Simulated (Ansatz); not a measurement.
`CBCC` + `O[SiH3]` → `CCBO[SiH3]` + CH₄ at 700 K and 1 bar (ligand exchange at a B–C bond).

Isolated molecules relaxed with PBE0-D4/def2-TZVP in Ansatz; ΔE leaves out vibrations. CBS: MP2 limit from def2 TZ/QZ plus the TZ coupled-cluster correction, frozen cores. This one scheme is used for every species. One conformer a species, not always the lowest.

| species | CCSD(T)/CBS energy (Eh) | H − E (kJ/mol) | S (J/(mol·K)) |
| --- | --- | --- | --- |
| `CBCC` | -144.37049 | 374.7 | 442.3 |
| `O[SiH3]` | -366.69042 | 144.6 | 321.6 |
| `CCBO[SiH3]` | -470.65252 | 375.4 | 510.7 |
| CH₄ | -40.46206 | 145.9 | 224.0 |

H − E and S are ideal-gas, rigid-rotor, harmonic terms from PBE0-D4/def2-TZVP, for one conformer and one mirror image of each species. 1 Eh = 2625.50 kJ/mol, R = 8.31446 J/(mol·K).

**Question.** By hand: ΔE, ΔH, ΔS and ΔG.

**Answer.** ΔE = (-470.65252) + (-40.46206) − (-144.37049) − (-366.69042) = -0.05367 Eh = -140.9 kJ/mol. Δ(H − E) = 375.4 + 145.9 − 374.7 − 144.6 = 2.0, so ΔH = -138.9 kJ/mol. ΔS = 510.7 + 224.0 − 442.3 − 321.6 = -29.2 J/(mol·K). ΔG = -138.9 − 700 × (-29.2)/1000 = -118.5 kJ/mol.

**Question.** By hand: the equilibrium constant, and the temperature at which ΔG would vanish if ΔH and ΔS stayed fixed.

**Answer.** log₁₀ K = −ΔG/(RT ln 10) = 8.8. ΔG = 0 at ΔH/ΔS = 4757 K, far beyond where these terms or the molecules hold.

ΔH outweighs TΔS. A doubt of 5 kJ/mol in ΔE shifts log₁₀ K by 0.4 here. Other conformers and mirror images would add mixing entropy, several J/(mol·K) or more a flexible species. Modes under 60 cm⁻¹, often nearly free rotors, make the harmonic entropy too high. These are equilibria of isolated gas molecules and say nothing of rates. Largest T1 diagnostic: 0.011 (customary marks: 0.02 for closed shells, 0.045 for open ones).
